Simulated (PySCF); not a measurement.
# Atomic charges against the basis set

Species: CH₅ClF₂Si₂.
SMILES with atom numbers: `[F:1][C:2]([F:3])([SiH3:4])[SiH2:5][Cl:6]` (hydrogens: H7, H8, H9 on Si4; H10, H11 on Si5)

PBE0 throughout (PySCF), one geometry, spherical d and f functions. One conformer (not necessarily the lowest) at the PBE0-D3(BJ)/def2-SVP geometry, without solvent, vibrations or thermal averaging. Atoms taken as equivalent share a column and are averaged.

Mulliken charges (e):

| basis | functions | F1/F3 | C2 | Si4 | Si5 | Cl6 | H7/H8/H9 | H10/H11 |
| --- | --- | --- | --- | --- | --- | --- | --- | --- |
| STO-3G | 47 | -0.119 | -0.086 | +0.509 | +0.645 | -0.350 | -0.103 | -0.085 |
| 6-31G | 76 | -0.295 | +0.028 | +0.548 | +0.663 | -0.298 | -0.077 | -0.060 |
| pcSseg-0 | 76 | -0.332 | -0.259 | +0.534 | +0.811 | -0.376 | -0.018 | +0.003 |
| 6-31G* | 106 | -0.317 | +0.309 | +0.320 | +0.472 | -0.265 | -0.045 | -0.034 |
| cc-pVDZ | 121 | -0.212 | +0.125 | +0.235 | +0.386 | -0.221 | -0.024 | -0.015 |
| def2-SVP | 121 | -0.239 | +0.034 | +0.366 | +0.550 | -0.257 | -0.045 | -0.039 |
| aug-cc-pVDZ | 195 | -0.507 | +0.741 | -0.680 | -0.033 | -0.408 | +0.271 | +0.291 |
| 6-311+G(2d,p) | 216 | -0.255 | +0.018 | +0.382 | +0.459 | -0.210 | -0.033 | -0.021 |
| def2-TZVP | 234 | -0.188 | +0.176 | +0.105 | +0.311 | -0.235 | +0.002 | +0.007 |
| cc-pVTZ | 262 | -0.201 | +0.158 | +0.149 | +0.330 | -0.213 | -0.005 | -0.003 |
| IGLO-III | 287 | -0.232 | -0.055 | +0.702 | +0.942 | -0.383 | -0.146 | -0.151 |
| pcSseg-2 | 307 | -0.259 | +0.098 | +0.558 | +0.640 | -0.266 | -0.109 | -0.093 |

IAO charges (e):

```
        basis  functions   F1/F3      C2     Si4     Si5     Cl6  H7/H8/H9  H10/H11
       STO-3G         47  -0.142  -0.164  +0.593  +0.676  -0.298    -0.112   -0.093
        6-31G         76  -0.273  +0.043  +0.431  +0.628  -0.281    -0.055   -0.055
     pcSseg-0         76  -0.264  +0.018  +0.415  +0.626  -0.275    -0.049   -0.054
       6-31G*        106  -0.290  +0.055  +0.554  +0.759  -0.307    -0.095   -0.099
      cc-pVDZ        121  -0.290  +0.062  +0.543  +0.754  -0.305    -0.093   -0.098
     def2-SVP        121  -0.291  +0.052  +0.563  +0.769  -0.299    -0.098   -0.105
  aug-cc-pVDZ        195  -0.301  +0.067  +0.548  +0.762  -0.310    -0.091   -0.096
6-311+G(2d,p)        216  -0.302  +0.051  +0.579  +0.788  -0.311    -0.099   -0.103
    def2-TZVP        234  -0.302  +0.052  +0.587  +0.800  -0.313    -0.102   -0.108
      cc-pVTZ        262  -0.300  +0.058  +0.572  +0.787  -0.312    -0.098   -0.104
     IGLO-III        287  -0.303  +0.051  +0.588  +0.794  -0.309    -0.101   -0.106
     pcSseg-2        307  -0.302  +0.052  +0.585  +0.794  -0.311    -0.101   -0.106
```

Hirshfeld charges (e):

```csv
basis,functions,F1/F3,C2,Si4,Si5,Cl6,H7/H8/H9,H10/H11
STO-3G,47,-0.092,+0.019,+0.330,+0.457,-0.285,-0.072,-0.060
6-31G,76,-0.105,+0.015,+0.271,+0.321,-0.142,-0.054,-0.046
pcSseg-0,76,-0.112,+0.016,+0.290,+0.344,-0.143,-0.059,-0.054
6-31G*,106,-0.092,+0.009,+0.276,+0.319,-0.130,-0.060,-0.054
cc-pVDZ,121,-0.090,+0.002,+0.286,+0.322,-0.115,-0.065,-0.060
def2-SVP,121,-0.099,+0.007,+0.295,+0.326,-0.104,-0.066,-0.063
aug-cc-pVDZ,195,-0.103,-0.004,+0.293,+0.330,-0.106,-0.063,-0.058
"6-311+G(2d,p)",216,-0.107,-0.002,+0.298,+0.329,-0.106,-0.063,-0.058
def2-TZVP,234,-0.102,-0.002,+0.292,+0.325,-0.103,-0.063,-0.059
cc-pVTZ,262,-0.098,+0.001,+0.288,+0.322,-0.108,-0.063,-0.059
IGLO-III,287,-0.107,0.000,+0.290,+0.322,-0.094,-0.062,-0.058
pcSseg-2,307,-0.103,-0.004,+0.296,+0.332,-0.106,-0.064,-0.060
```

Some averages cover members that differ in this geometry, most widely: H7/H8/H9, Mulliken in aug-cc-pVDZ +0.237 to +0.308; H10/H11, Mulliken in aug-cc-pVDZ +0.278 to +0.304 e.

Question: Which scheme is steadiest as the basis changes?

Answer: Largest range over the bases for any column: Hirshfeld 0.19 e, IAO 0.23 e, Mulliken 1.38 e. Hirshfeld charges move least and Mulliken charges most, counted in e. Without the minimal STO-3G basis the ranges are Hirshfeld 0.05, IAO 0.17, Mulliken 1.38 e.

Question: How much do the charges still move between the two largest bases, IGLO-III and pcSseg-2?

Answer: At most, over all atoms: Mulliken 0.302 e, IAO 0.003 e, Hirshfeld 0.012 e.

Question: What do the same runs give for the total energy, the frontier levels and the dipole moment?

Answer: 
```
        basis  energy (Eh)  HOMO (eV)  LUMO (eV)  μ (D)
       STO-3G   -1264.3579      -4.22       4.29   2.03
        6-31G   -1279.1606      -8.29      -0.52   1.67
     pcSseg-0   -1277.5772      -8.41      -0.54   1.64
       6-31G*   -1279.3046      -7.96      -0.27   1.18
      cc-pVDZ   -1279.3780      -7.96      -0.19   1.11
     def2-SVP   -1278.8573      -8.06      -0.14   1.15
  aug-cc-pVDZ   -1279.4063      -8.19      -0.63   1.23
6-311+G(2d,p)   -1279.4815      -8.22      -0.65   1.27
    def2-TZVP   -1279.5096      -8.13      -0.44   1.18
      cc-pVTZ   -1279.5063      -8.09      -0.38   1.13
     IGLO-III   -1279.5073      -8.15      -0.35   1.23
     pcSseg-2   -1279.5280      -8.21      -0.55   1.26
```

The dipole is fixed by the density alone, so its range of 0.92 D shows that the density itself changes with the basis, not only its division among atoms.
